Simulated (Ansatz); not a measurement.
The cluster V₂N₂. Total charge 0; quintet. Geometry PBE-D4/def2-SVP; atoms count from 1.

Cartesian coordinates in Å:
```
V -1.163 0.250 0.532
V -0.013 -0.491 -1.207
N 0.570 -0.517 0.597
N 0.606 0.759 0.078
```

The charge 0 quintet is spin-contaminated (final ⟨S²⟩ up to 6.39, 6.00 for a pure state). At PBE0-D4/def2-TZVP a broken-symmetry singlet of charge 0 lies 0.06 eV below the quintet, each at its own geometry. The structure comes from a short search, and lower isomers may exist.

**Question.** Estimate the Mulliken populations from the PBE0/def2-TZVP orbitals of Ansatz.

**Answer.** 
```csv
atom,charge (e),spin (α − β),d electrons
V1,0.49,2.87,3.78
V2,0.41,1.56,3.76
N3,-0.45,-0.22,–
N4,-0.45,-0.22,–
```
Mulliken values and Mayer orders depend strongly on the basis.

**Question.** Where does the spin sit?

**Answer.** Summed by element: V 4.43, N -0.43, of 4 unpaired in all. Largest on single atoms: V1 2.87, V2 1.56, N3 -0.22.

**Question.** And the Mayer bond orders between bonded heavy atoms (over 0.3)?

**Answer.** V1–V2 1.63 (2.21 Å); V1–N3 0.90 (1.90 Å); V1–N4 0.90 (1.90 Å); V2–N3 0.97 (1.90 Å); V2–N4 0.97 (1.90 Å); N3–N4 1.00 (1.38 Å).
